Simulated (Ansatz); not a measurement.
A short molecular-dynamics run on `C[CH2][GeH]`.

```yaml
crystal:
  periodic: [false, false, false]
  atoms:
    - {symbol: C, position_ang: [-0.575593, 0.537299, -0.536793]}
    - {symbol: C, position_ang: [0.356541, -0.618659, -0.205112]}
    - {symbol: Ge, position_ang: [1.552870, -0.456457, 1.380592]}
    - {symbol: H, position_ang: [-1.226547, 0.306864, -1.386269]}
    - {symbol: H, position_ang: [-0.016741, 1.439879, -0.798408]}
    - {symbol: H, position_ang: [-1.210177, 0.786818, 0.316344]}
    - {symbol: H, position_ang: [0.953955, -0.917314, -1.071947]}
    - {symbol: H, position_ang: [-0.230692, -1.515131, 0.061936]}
    - {symbol: H, position_ang: [0.484884, 0.390399, 2.222557]}
basis:
  gaussian: {orbitals: def2-SVP}
magnetization: {spin_polarized: true, initial_magnetization: 0}
hamiltonian: {xc: {name: BLYP}, dispersion: d3bj}
md: {timestep: 2 fs, n_steps: 50, ensemble: nvt_langevin, temperature: 700, initial_velocities: maxwell_boltzmann, friction: 0.01, seed: 713}
```

```sh
$ ansatz run in.yaml --threads 4 --pin off --events-out ev --progress --plain --max-ram 10444MiB
```

```json
{"step": "0", "time (fs)": "0.0", "potential energy (eV)": "-58680.5501", "kinetic (eV)": "0.7239", "T (K)": "622", "conserved (eV)": "–"}
{"step": "1", "time (fs)": "2.0", "potential energy (eV)": "-58680.2428", "kinetic (eV)": "0.5480", "T (K)": "471", "conserved (eV)": "–"}
{"step": "2", "time (fs)": "4.0", "potential energy (eV)": "-58680.3624", "kinetic (eV)": "0.6092", "T (K)": "524", "conserved (eV)": "–"}
{"step": "3", "time (fs)": "6.0", "potential energy (eV)": "-58680.0972", "kinetic (eV)": "0.3913", "T (K)": "336", "conserved (eV)": "–"}
{"step": "4", "time (fs)": "8.0", "potential energy (eV)": "-58679.9857", "kinetic (eV)": "0.3253", "T (K)": "280", "conserved (eV)": "–"}
{"step": "5", "time (fs)": "10.0", "potential energy (eV)": "-58680.2152", "kinetic (eV)": "0.5008", "T (K)": "431", "conserved (eV)": "–"}
{"step": "6", "time (fs)": "12.0", "potential energy (eV)": "-58680.1052", "kinetic (eV)": "0.5660", "T (K)": "487", "conserved (eV)": "–"}
{"step": "7", "time (fs)": "14.0", "potential energy (eV)": "-58680.1310", "kinetic (eV)": "0.6153", "T (K)": "529", "conserved (eV)": "–"}
{"step": "8", "time (fs)": "16.0", "potential energy (eV)": "-58680.1057", "kinetic (eV)": "0.6063", "T (K)": "521", "conserved (eV)": "–"}
{"step": "9", "time (fs)": "18.0", "potential energy (eV)": "-58679.9543", "kinetic (eV)": "0.5304", "T (K)": "456", "conserved (eV)": "–"}
{"step": "10", "time (fs)": "20.0", "potential energy (eV)": "-58680.1406", "kinetic (eV)": "0.6123", "T (K)": "526", "conserved (eV)": "–"}
{"step": "11", "time (fs)": "22.0", "potential energy (eV)": "-58680.2500", "kinetic (eV)": "0.7443", "T (K)": "640", "conserved (eV)": "–"}
{"step": "12", "time (fs)": "24.0", "potential energy (eV)": "-58680.0178", "kinetic (eV)": "0.6437", "T (K)": "553", "conserved (eV)": "–"}
{"step": "13", "time (fs)": "26.0", "potential energy (eV)": "-58680.2443", "kinetic (eV)": "0.8565", "T (K)": "736", "conserved (eV)": "–"}
{"step": "14", "time (fs)": "28.0", "potential energy (eV)": "-58680.0792", "kinetic (eV)": "0.8318", "T (K)": "715", "conserved (eV)": "–"}
{"step": "15", "time (fs)": "30.0", "potential energy (eV)": "-58680.0183", "kinetic (eV)": "0.7286", "T (K)": "626", "conserved (eV)": "–"}
{"step": "16", "time (fs)": "32.0", "potential energy (eV)": "-58680.1869", "kinetic (eV)": "0.8182", "T (K)": "703", "conserved (eV)": "–"}
{"step": "17", "time (fs)": "34.0", "potential energy (eV)": "-58679.9830", "kinetic (eV)": "0.5726", "T (K)": "492", "conserved (eV)": "–"}
{"step": "18", "time (fs)": "36.0", "potential energy (eV)": "-58680.0294", "kinetic (eV)": "0.5184", "T (K)": "446", "conserved (eV)": "–"}
{"step": "19", "time (fs)": "38.0", "potential energy (eV)": "-58680.1164", "kinetic (eV)": "0.6400", "T (K)": "550", "conserved (eV)": "–"}
{"step": "20", "time (fs)": "40.0", "potential energy (eV)": "-58679.9224", "kinetic (eV)": "0.5305", "T (K)": "456", "conserved (eV)": "–"}
{"step": "21", "time (fs)": "42.0", "potential energy (eV)": "-58679.8979", "kinetic (eV)": "0.4883", "T (K)": "420", "conserved (eV)": "–"}
{"step": "22", "time (fs)": "44.0", "potential energy (eV)": "-58679.8844", "kinetic (eV)": "0.4716", "T (K)": "405", "conserved (eV)": "–"}
{"step": "23", "time (fs)": "46.0", "potential energy (eV)": "-58679.8448", "kinetic (eV)": "0.4473", "T (K)": "385", "conserved (eV)": "–"}
{"step": "24", "time (fs)": "48.0", "potential energy (eV)": "-58679.9730", "kinetic (eV)": "0.5211", "T (K)": "448", "conserved (eV)": "–"}
{"step": "25", "time (fs)": "50.0", "potential energy (eV)": "-58680.0270", "kinetic (eV)": "0.5920", "T (K)": "509", "conserved (eV)": "–"}
{"step": "26", "time (fs)": "52.0", "potential energy (eV)": "-58680.0520", "kinetic (eV)": "0.6575", "T (K)": "565", "conserved (eV)": "–"}
{"step": "27", "time (fs)": "54.0", "potential energy (eV)": "-58680.1400", "kinetic (eV)": "0.8185", "T (K)": "704", "conserved (eV)": "–"}
{"step": "28", "time (fs)": "56.0", "potential energy (eV)": "-58680.2315", "kinetic (eV)": "0.9126", "T (K)": "784", "conserved (eV)": "–"}
{"step": "29", "time (fs)": "58.0", "potential energy (eV)": "-58680.1891", "kinetic (eV)": "0.8228", "T (K)": "707", "conserved (eV)": "–"}
{"step": "30", "time (fs)": "60.0", "potential energy (eV)": "-58680.1413", "kinetic (eV)": "0.8360", "T (K)": "719", "conserved (eV)": "–"}
{"step": "31", "time (fs)": "62.0", "potential energy (eV)": "-58680.1503", "kinetic (eV)": "0.8559", "T (K)": "736", "conserved (eV)": "–"}
{"step": "32", "time (fs)": "64.0", "potential energy (eV)": "-58680.1990", "kinetic (eV)": "0.9209", "T (K)": "792", "conserved (eV)": "–"}
{"step": "33", "time (fs)": "66.0", "potential energy (eV)": "-58680.2043", "kinetic (eV)": "0.9743", "T (K)": "838", "conserved (eV)": "–"}
{"step": "34", "time (fs)": "68.0", "potential energy (eV)": "-58680.1957", "kinetic (eV)": "0.8692", "T (K)": "747", "conserved (eV)": "–"}
{"step": "35", "time (fs)": "70.0", "potential energy (eV)": "-58680.0435", "kinetic (eV)": "0.7645", "T (K)": "657", "conserved (eV)": "–"}
{"step": "36", "time (fs)": "72.0", "potential energy (eV)": "-58679.9989", "kinetic (eV)": "0.7264", "T (K)": "624", "conserved (eV)": "–"}
{"step": "37", "time (fs)": "74.0", "potential energy (eV)": "-58680.0278", "kinetic (eV)": "0.7780", "T (K)": "669", "conserved (eV)": "–"}
{"step": "38", "time (fs)": "76.0", "potential energy (eV)": "-58680.0417", "kinetic (eV)": "0.8028", "T (K)": "690", "conserved (eV)": "–"}
{"step": "39", "time (fs)": "78.0", "potential energy (eV)": "-58680.0336", "kinetic (eV)": "0.7413", "T (K)": "637", "conserved (eV)": "–"}
{"step": "40", "time (fs)": "80.0", "potential energy (eV)": "-58680.0633", "kinetic (eV)": "0.7539", "T (K)": "648", "conserved (eV)": "–"}
{"step": "41", "time (fs)": "82.0", "potential energy (eV)": "-58680.0626", "kinetic (eV)": "0.8301", "T (K)": "714", "conserved (eV)": "–"}
{"step": "42", "time (fs)": "84.0", "potential energy (eV)": "-58680.1420", "kinetic (eV)": "0.9098", "T (K)": "782", "conserved (eV)": "–"}
{"step": "43", "time (fs)": "86.0", "potential energy (eV)": "-58680.2343", "kinetic (eV)": "1.0772", "T (K)": "926", "conserved (eV)": "–"}
{"step": "44", "time (fs)": "88.0", "potential energy (eV)": "-58680.1873", "kinetic (eV)": "1.1714", "T (K)": "1007", "conserved (eV)": "–"}
{"step": "45", "time (fs)": "90.0", "potential energy (eV)": "-58680.1456", "kinetic (eV)": "1.1249", "T (K)": "967", "conserved (eV)": "–"}
{"step": "46", "time (fs)": "92.0", "potential energy (eV)": "-58680.0727", "kinetic (eV)": "1.0858", "T (K)": "933", "conserved (eV)": "–"}
{"step": "47", "time (fs)": "94.0", "potential energy (eV)": "-58680.0470", "kinetic (eV)": "1.0045", "T (K)": "863", "conserved (eV)": "–"}
{"step": "48", "time (fs)": "96.0", "potential energy (eV)": "-58680.1319", "kinetic (eV)": "1.0012", "T (K)": "861", "conserved (eV)": "–"}
{"step": "49", "time (fs)": "98.0", "potential energy (eV)": "-58680.0818", "kinetic (eV)": "1.0768", "T (K)": "926", "conserved (eV)": "–"}
{"step": "50", "time (fs)": "100.0", "potential energy (eV)": "-58680.1108", "kinetic (eV)": "1.0685", "T (K)": "918", "conserved (eV)": "–"}
```

Velocities are drawn at the set temperature; a run this short doesn't reach equilibrium.

Frames (Å, forces in eV/Å):

```xyz
9
time=0.0 fs
C    -0.576    0.537   -0.537    0.012   -0.082   -0.006
C     0.357   -0.619   -0.205    0.000    0.174    0.013
Ge    1.553   -0.456    1.381    0.557   -0.159    0.280
H    -1.227    0.307   -1.386   -0.342   -0.086   -0.434
H    -0.017    1.440   -0.798    0.266    0.464   -0.133
H    -1.210    0.787    0.316   -0.335    0.148    0.408
H     0.954   -0.917   -1.072    0.301   -0.178   -0.430
H    -0.231   -1.515    0.062   -0.252   -0.444    0.137
H     0.485    0.390    2.223   -0.207    0.163    0.164
9
time=4.0 fs
C    -0.603    0.509   -0.536    0.132    0.483    0.711
C     0.357   -0.608   -0.146   -0.425   -0.685   -1.085
Ge    1.558   -0.451    1.369    0.094    0.536    1.743
H    -1.245    0.344   -1.392   -0.722   -0.689   -0.544
H    -0.035    1.377   -0.869    0.582    0.610   -0.024
H    -1.197    0.878    0.322   -0.203   -0.171    0.039
H     1.010   -0.868   -1.005    0.029   -0.030   -0.170
H    -0.130   -1.607    0.085   -0.127    0.393    0.014
H     0.421    0.362    2.421    0.641   -0.448   -0.685
9
time=8.0 fs
C    -0.622    0.480   -0.527   -0.846    2.943   -1.242
C     0.354   -0.603   -0.102   -0.460   -1.112   -2.068
Ge    1.563   -0.445    1.364    0.535    0.498    2.347
H    -1.336    0.327   -1.456    0.862   -0.481    1.600
H    -0.024    1.424   -0.979   -0.743   -1.635    1.094
H    -1.223    0.940    0.351    0.540   -0.753   -1.042
H     1.041   -0.836   -0.966   -0.297    0.085    0.178
H    -0.065   -1.657    0.105   -0.163    0.814   -0.014
H     0.465    0.250    2.545    0.572   -0.359   -0.853
9
time=12.0 fs
C    -0.642    0.480   -0.530   -0.149   -1.494    0.851
C     0.344   -0.602   -0.088   -0.037    1.097   -1.468
Ge    1.572   -0.434    1.369    1.500    0.046    1.519
H    -1.335    0.237   -1.305   -0.980   -1.051   -1.056
H    -0.137    1.277   -0.968    1.581    2.111   -0.767
H    -1.238    0.879    0.260   -0.712    0.473    1.298
H     1.062   -0.778   -0.899    0.061   -0.245   -0.588
H    -0.040   -1.586    0.137   -0.912   -1.103    0.190
H     0.611    0.106    2.540   -0.352    0.166    0.019
9
time=16.0 fs
C    -0.663    0.466   -0.527   -1.297    0.330   -0.350
C     0.341   -0.586   -0.093    0.203   -0.576   -0.634
Ge    1.583   -0.420    1.383    2.448   -0.537   -0.085
H    -1.445   -0.020   -1.226    0.969    0.896    0.271
H    -0.099    1.343   -1.005   -0.868   -0.825    0.225
H    -1.303    0.876    0.316    0.619   -0.200   -0.349
H     1.099   -0.765   -0.909   -0.799   -0.299    0.073
H    -0.123   -1.591    0.207    0.194    0.545   -0.422
H     0.726    0.023    2.532   -1.468    0.668    1.272
9
time=20.0 fs
C    -0.698    0.449   -0.526   -0.867    0.596   -0.472
C     0.336   -0.562   -0.112   -0.338   -1.135    1.223
Ge    1.595   -0.412    1.403    0.744    0.055    1.030
H    -1.462   -0.166   -1.146    0.742    1.531    0.079
H    -0.149    1.349   -1.041   -1.275   -1.344    0.321
H    -1.278    0.864    0.351    0.362   -0.190   -0.450
H     1.021   -0.793   -0.927    0.138   -0.418   -0.685
H    -0.172   -1.558    0.240    0.610    0.918   -0.518
H     0.627    0.038    2.679   -0.116   -0.014   -0.529
9
time=24.0 fs
C    -0.740    0.443   -0.532    0.616   -0.706    1.955
C     0.326   -0.545   -0.129    2.148    1.080   -1.057
Ge    1.611   -0.406    1.423   -0.257    0.335    1.054
H    -1.435   -0.096   -1.100   -1.823   -0.722   -1.386
H    -0.345    1.238   -1.081    0.805    1.886   -1.296
H    -1.207    0.825    0.369   -0.616    0.428    0.510
H     0.932   -0.886   -1.029   -0.261    0.282    0.578
H    -0.159   -1.413    0.202   -1.164   -2.318    0.880
H     0.505    0.061    2.775    0.551   -0.265   -1.238
9
time=28.0 fs
C    -0.782    0.436   -0.524   -1.587    1.172   -0.974
C     0.330   -0.525   -0.150   -0.615   -1.851    0.475
Ge    1.630   -0.397    1.446   -0.638    0.130    0.316
H    -1.586   -0.097   -1.197    0.867    0.641    1.215
H    -0.506    1.342   -1.230    0.062   -1.232    1.409
H    -1.254    0.827    0.452    0.160   -0.192   -1.292
H     0.782   -0.975   -1.063    0.460    0.306    0.120
H    -0.229   -1.489    0.280    0.765    1.158   -0.264
H     0.469    0.030    2.690    0.525   -0.133   -1.003
9
time=32.0 fs
C    -0.841    0.443   -0.531   -0.438    0.081   -0.767
C     0.321   -0.518   -0.163   -0.884   -1.331    0.371
Ge    1.648   -0.388    1.466    0.204   -0.292   -1.340
H    -1.668   -0.035   -1.136    0.423   -0.232    0.446
H    -0.649    1.349   -1.173    0.752   -0.413    0.419
H    -1.303    0.825    0.374   -0.406    0.289    0.647
H     0.675   -1.050   -1.076    0.683    0.544    0.032
H    -0.180   -1.462    0.334    0.310    0.987   -0.156
H     0.523   -0.008    2.489   -0.643    0.369    0.348
9
time=36.0 fs
C    -0.905    0.452   -0.549    0.794   -0.162    2.241
C     0.304   -0.514   -0.179    0.122    1.585   -0.637
Ge    1.664   -0.377    1.478    0.330   -0.232   -1.850
H    -1.719   -0.039   -1.043   -0.711   -0.869   -0.943
H    -0.677    1.362   -1.089    0.704    0.462   -0.725
H    -1.405    0.853    0.366    0.295   -0.183    0.180
H     0.655   -1.041   -1.088    0.598    0.427   -0.142
H    -0.091   -1.340    0.368   -1.167   -1.532    1.073
H     0.476    0.011    2.364   -0.966    0.504    0.804
9
time=40.0 fs
C    -0.965    0.459   -0.539    0.097   -0.482   -0.109
C     0.288   -0.496   -0.193   -0.904   -0.545    1.436
Ge    1.675   -0.364    1.486   -1.715    0.310   -0.906
H    -1.825   -0.172   -1.053    1.516    1.186    0.280
H    -0.623    1.404   -1.132   -0.606   -1.484    0.450
H    -1.472    0.849    0.386    0.494   -0.167   -0.187
H     0.720   -0.978   -1.111   -0.119    0.284    0.410
H    -0.153   -1.374    0.511    0.520    0.906   -1.266
H     0.301    0.095    2.355    0.717   -0.008   -0.108
9
time=44.0 fs
C    -1.029    0.459   -0.519    2.207   -2.394    1.082
C     0.262   -0.484   -0.193   -0.359    0.755    1.709
Ge    1.678   -0.350    1.490   -2.256    0.626   -0.680
H    -1.742   -0.200   -1.022   -0.434    0.148   -0.542
H    -0.634    1.254   -1.103   -0.038    1.268   -1.032
H    -1.463    0.808    0.414   -0.221    0.351    0.517
H     0.786   -0.878   -1.077   -0.217   -0.181   -0.165
H    -0.151   -1.285    0.500    0.175   -0.346   -0.673
H     0.231    0.168    2.343    1.144   -0.227   -0.216
9
time=48.0 fs
C    -1.071    0.430   -0.478    2.956   -0.271   -0.432
C     0.243   -0.463   -0.174    0.408    1.312    0.669
Ge    1.676   -0.335    1.493   -1.571    0.451   -1.018
H    -1.741   -0.203   -1.081   -0.504    0.044    0.165
H    -0.662    1.228   -1.182   -0.855   -0.117    0.832
H    -1.481    0.791    0.497   -0.095    0.082   -0.648
H     0.824   -0.816   -1.052   -0.475   -0.019   -0.061
H    -0.138   -1.282    0.428   -0.276   -1.449    0.299
H     0.362    0.211    2.328    0.413   -0.033    0.194
9
time=52.0 fs
C    -1.076    0.392   -0.437    1.345   -0.260   -1.039
C     0.230   -0.437   -0.136   -0.150   -1.857    1.088
Ge    1.676   -0.320    1.496   -0.428   -0.267   -1.874
H    -1.826   -0.162   -1.089    0.285   -0.022    0.994
H    -0.772    1.186   -1.163   -0.097    0.354    0.580
H    -1.476    0.806    0.509   -0.314    0.028   -0.309
H     0.795   -0.796   -1.046   -0.544    0.294    0.356
H    -0.159   -1.451    0.400    0.732    1.193   -0.741
H     0.550    0.261    2.360   -0.828    0.538    0.945
9
time=56.0 fs
C    -1.064    0.342   -0.397    0.272    0.833    1.014
C     0.217   -0.436   -0.078    0.214   -1.331    0.235
Ge    1.676   -0.307    1.489   -0.844    0.049   -1.115
H    -1.884   -0.145   -0.919   -0.435   -1.210   -0.073
H    -0.903    1.153   -1.087    0.738    1.083   -0.625
H    -1.494    0.835    0.495   -0.086   -0.135    0.213
H     0.727   -0.763   -1.008    0.245    0.335   -0.129
H    -0.101   -1.472    0.277    0.078    0.229    0.289
H     0.659    0.403    2.503   -0.183    0.146    0.191
9
time=60.0 fs
C    -1.048    0.309   -0.348   -2.315    1.790    0.190
C     0.206   -0.447   -0.014    1.057   -0.557   -0.634
Ge    1.675   -0.293    1.481   -1.072    0.545   -0.023
H    -1.964   -0.263   -0.747    1.202    0.018    0.100
H    -0.926    1.188   -1.061    0.328   -0.818    0.296
H    -1.520    0.833    0.529    0.375   -0.289    0.054
H     0.710   -0.690   -0.980    0.509    0.409    0.034
H    -0.014   -1.506    0.202   -0.448   -0.658    0.719
H     0.758    0.577    2.656    0.364   -0.441   -0.737
9
time=64.0 fs
C    -1.057    0.293   -0.290   -0.772    0.511    1.042
C     0.210   -0.468    0.043    0.714   -1.731   -0.721
Ge    1.674   -0.278    1.472   -0.486    0.427    0.348
H    -1.884   -0.385   -0.563   -0.006   -0.071   -0.755
H    -0.920    1.136   -1.000    0.030   -0.369   -0.223
H    -1.492    0.768    0.598    0.009    0.344    0.579
H     0.776   -0.556   -0.928    0.205   -0.052    0.407
H    -0.011   -1.621    0.203    0.182    1.396    0.086
H     0.924    0.692    2.680    0.125   -0.454   -0.765
9
time=68.0 fs
C    -1.081    0.281   -0.216    0.279   -1.194    1.850
C     0.223   -0.508    0.092    0.450    1.413   -0.838
Ge    1.676   -0.266    1.460    0.585   -0.257    0.227
H    -1.805   -0.510   -0.477   -0.450    0.449   -0.583
H    -0.905    1.034   -0.974   -0.241    0.478   -0.539
H    -1.453    0.725    0.731   -0.147    0.321   -0.223
H     0.868   -0.415   -0.826   -0.027   -0.394    0.181
H     0.010   -1.571    0.164   -0.005   -0.966    0.093
H     1.110    0.698    2.636   -0.443    0.148   -0.168
9
time=72.0 fs
C    -1.101    0.265   -0.122    0.349   -1.205   -0.985
C     0.231   -0.533    0.123   -0.179    0.893   -0.439
Ge    1.682   -0.258    1.447    1.365   -1.139   -0.126
H    -1.834   -0.546   -0.474    0.251    1.218    0.300
H    -0.948    1.010   -0.988   -0.407   -0.571    1.211
H    -1.449    0.711    0.829   -0.243    0.289   -0.292
H     0.975   -0.324   -0.710   -0.625   -0.587   -0.054
H     0.030   -1.635    0.155    0.377    0.184   -0.220
H     1.252    0.692    2.584   -0.889    0.918    0.606
9
time=76.0 fs
C    -1.115    0.242   -0.039    0.781   -1.036    0.413
C     0.235   -0.537    0.153   -0.560   -0.239   -0.234
Ge    1.702   -0.260    1.436    1.128   -0.473    0.934
H    -1.888   -0.423   -0.427   -0.549   -0.629    0.208
H    -1.055    0.935   -0.855    0.400    1.251   -0.647
H    -1.477    0.739    0.878    0.023    0.049    0.010
H     1.040   -0.348   -0.634   -0.928   -0.155   -0.345
H     0.095   -1.679    0.134    0.236    1.011   -0.093
H     1.317    0.813    2.598   -0.532    0.220   -0.246
9
time=80.0 fs
C    -1.125    0.218    0.044   -0.647    0.267   -0.949
C     0.234   -0.526    0.171   -0.585    0.655    0.117
Ge    1.724   -0.266    1.424    0.696    0.407    1.518
H    -1.996   -0.389   -0.341    0.604   -0.288    0.493
H    -1.108    0.981   -0.774    0.422    0.108    0.323
H    -1.507    0.756    0.948    0.452   -0.311   -0.057
H     1.003   -0.356   -0.629   -0.508    0.381   -0.666
H     0.174   -1.616    0.090   -0.294   -0.664    0.069
H     1.303    0.977    2.560   -0.140   -0.554   -0.849
9
time=84.0 fs
C    -1.130    0.190    0.113   -0.933    1.281   -1.395
C     0.228   -0.513    0.191   -0.132   -1.163   -0.125
Ge    1.752   -0.274    1.417    0.350    0.741    1.191
H    -2.034   -0.415   -0.177    0.708   -0.217   -0.137
H    -1.085    1.038   -0.678   -0.021   -1.007    0.767
H    -1.519    0.730    0.993    0.560   -0.073    0.612
H     0.879   -0.285   -0.684   -0.059    0.299   -0.497
H     0.246   -1.654    0.062   -0.533    0.809    0.223
H     1.263    1.065    2.394    0.060   -0.670   -0.640
9
time=88.0 fs
C    -1.145    0.171    0.164    0.012   -1.216    2.414
C     0.224   -0.514    0.214    0.808   -0.347   -1.144
Ge    1.786   -0.280    1.415    0.245    0.155    0.277
H    -1.967   -0.521   -0.047   -0.258   -0.134   -0.599
H    -1.051    0.975   -0.491   -0.330    1.698   -1.971
H    -1.460    0.672    1.105    0.291   -0.212    0.327
H     0.762   -0.202   -0.753   -0.048   -0.240    0.530
H     0.276   -1.619    0.079   -0.676   -0.024   -0.052
H     1.231    1.048    2.114   -0.044    0.320    0.218
9
time=92.0 fs
C    -1.170    0.147    0.235    1.119    0.819    1.040
C     0.235   -0.521    0.226    0.248   -0.003   -0.862
Ge    1.823   -0.282    1.415    0.068   -0.177   -0.069
H    -1.906   -0.654   -0.019   -0.220    0.827   -0.153
H    -1.048    1.042   -0.478   -0.998   -1.051    0.653
H    -1.345    0.578    1.277   -0.360   -0.361   -0.899
H     0.661   -0.124   -0.734    0.599   -0.386    0.031
H     0.232   -1.602    0.079   -0.430   -0.655   -0.328
H     1.191    1.069    1.859   -0.026    0.986    0.587
9
time=96.0 fs
C    -1.183    0.130    0.312    1.522   -1.303   -0.833
C     0.249   -0.543    0.231   -0.338   -0.540   -0.646
Ge    1.858   -0.285    1.414   -0.760    0.974    0.073
H    -1.858   -0.695   -0.033   -0.344    0.791    0.378
H    -1.194    0.990   -0.390   -0.356   -0.035    0.319
H    -1.287    0.424    1.339   -0.961    0.488    0.908
H     0.666   -0.091   -0.698    0.589   -0.316   -0.244
H     0.149   -1.637    0.037    0.038    0.169   -0.206
H     1.174    1.217    1.695    0.610   -0.230    0.252
9
time=100.0 fs
C    -1.178    0.103    0.382    1.236   -0.765    1.016
C     0.258   -0.577    0.218   -0.521    0.606   -0.915
Ge    1.887   -0.285    1.412   -1.107    1.290   -0.136
H    -1.865   -0.636   -0.004   -0.900   -0.785    0.253
H    -1.421    0.936   -0.269    0.497    1.070   -0.125
H    -1.367    0.328    1.469   -0.247    0.043   -0.713
H     0.746   -0.113   -0.715   -0.158   -0.419    0.468
H     0.041   -1.633   -0.048    0.497   -0.080    0.027
H     1.252    1.351    1.574    0.702   -0.961    0.125
```

Run time 24 s (4 threads of an AMD EPYC 9R45 on a shared host); peak host memory 0.17 GiB.
